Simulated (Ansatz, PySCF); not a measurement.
Process, species as SMILES: CB(C)F [fluoro(dimethyl)borane] + 3 [H][H] (H2) → B (BH3) + 2 C (CH4) + F (HF)
Geometries: B3LYP-D3(BJ)/def2-TZVP minima from Ansatz (a quantum-chemistry and plane-wave program). Frequencies are from Ansatz or PySCF.

Quantity: energy of full hydrogenation (enthalpy at 298 K, with B3LYP-D3(BJ) rigid-rotor harmonic-oscillator terms), in kcal/mol. Correlated levels leave the core frozen unless marked. No spin-orbit coupling. Non-relativistic. CBS marks a two-point X^-3 extrapolation of the correlation energy; Hartree-Fock from the larger set. The bracket is a focal-point correction in the basis named.

RI-MP2/CBS(aug-cc-pVTZ,aug-cc-pVQZ)+[CCSD(T)-MP2]/aug-cc-pVTZ (Ansatz) gives 33.0 kcal/mol.

Problem. Another calculation gave 35.8 kcal/mol. Which level was it?
A. SVWN5/def2-TZVPD (Ansatz)
B. wB97X/def2-TZVPD (Ansatz)
C. HF/def2-TZVPD (PySCF)
D. B97M-V/def2-TZVPD (Ansatz)

Solution. D, B97M-V/def2-TZVPD (Ansatz). The others give 42.0 (SVWN5), 31.2 (wB97X), 22.8 (HF) kcal/mol.
